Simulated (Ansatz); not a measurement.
Computed with Ansatz on PBE0-D4/def2-TZVP structures; ΔE is electronic, products minus reactants. CCSD(T)/CBS is the MP2 limit (def2-TZVPP, def2-QZVPP) plus CCSD(T) − MP2 in def2-TZVPP, frozen cores. This one scheme is used for every species. Functionals use def2-TZVPP. B3LYP here is the variant with VWN-RPA as its local correlation; programs differ in this. For Ge outer-core shells are correlated without core-valence functions, which leaves a few kJ/mol of doubt a bond. Scalar relativity is left out up to krypton. Each species was taken in one conformer, which may not be the lowest.

Reaction (redistribution): `F[Si](F)(Cl)[NH][GeH2][Cl]` + `C[SiH3]` → `F[Si](F)([SiH3])Cl` + `C[NH][GeH2][Cl]`

Q: Is it downhill or uphill in electronic energy at CCSD(T)/CBS, and by how much? (Estimate.)

A: Ansatz gave: Uphill: ΔE = +39.4 kcal/mol.

Q: What do these levels give: PBE-D4, r2SCAN-D4, PBE0-D4, B2PLYP, r2SCAN, PBE0, B3LYP, MP2/def2-TZVPP, CCSD(T)/def2-TZVPP, SCS-MP2/def2-QZVPP, HF/CBS(def2), CCSD/CBS(def2)? (An estimate is asked.)

A: Ansatz gave: PBE-D4 33.0, r2SCAN-D4 38.4, PBE0-D4 36.1, B2PLYP 38.4, r2SCAN 38.1, PBE0 35.2, B3LYP 35.8, MP2/def2-TZVPP 42.0, CCSD(T)/def2-TZVPP 39.6, SCS-MP2/def2-QZVPP 40.8, HF/CBS(def2) 41.3, CCSD/CBS(def2) 39.7 kcal/mol.

Largest T1 diagnostic among the species: 0.012.

From PBE to PBE0 (25 % exact exchange), in def2-TZVPP and without D4, ΔE moves by +3.2 kcal/mol. The D4 term adds +1.6 kcal/mol with B3LYP and +0.9 kcal/mol with PBE0; it sums over pairs of atoms, weighted by their polarisabilities, and B3LYP, whose exchange is more repulsive, gets the larger term.
